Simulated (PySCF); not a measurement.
TaSCl3, SMILES [Cl][Ta]([Cl])([Cl])=[S], multiplicity 1.

Geometry: B3LYP-D3(BJ)/def2-SVP. The multiplicity is an assumed one; no other spin state was optimised. The structure was generated by enumeration; whether it is a known compound was not checked. The def2 effective core potentials stand for the cores of Ta; spin–orbit coupling is left out.

Two levels are set side by side: PBE/def2-TZVP (PySCF) and M06-2X/def2-TZVP (PySCF). Same geometry, gas phase. Differences are taken from unrounded values.

| quantity | PBE |
|---|---|
| orbital gap (eV) | 3.41 |
| highest occupied level (eV) | -7.16 |
| lowest empty level (eV) | -3.74 |
| dipole moment (D) | 1.13 |
| mean polarisability (bohr³) | 99.2 |

Question: These are the PBE values. What does M06-2X give? (Estimate from the structure and the level; the computed values follow.)

Answer: 
```csv
quantity,M06-2X,PBE minus M06-2X
orbital gap (eV),7.33,-3.92
highest occupied level (eV),-9.47,2.31
lowest empty level (eV),-2.14,-1.60
dipole moment (D),1.00,0.13
mean polarisability (bohr³),95.7,3.6
```

PBE's occupied levels lie high since its potential decays too fast outside the molecule; exact exchange lowers them and widens the gap. Loosely held outer electrons make PBE densities more polarisable. Differences between two approximate levels are no errors against the true value.

Rough cost on one machine, each run with all the roots and properties that it gave: M06-2X against PBE about 3 times.
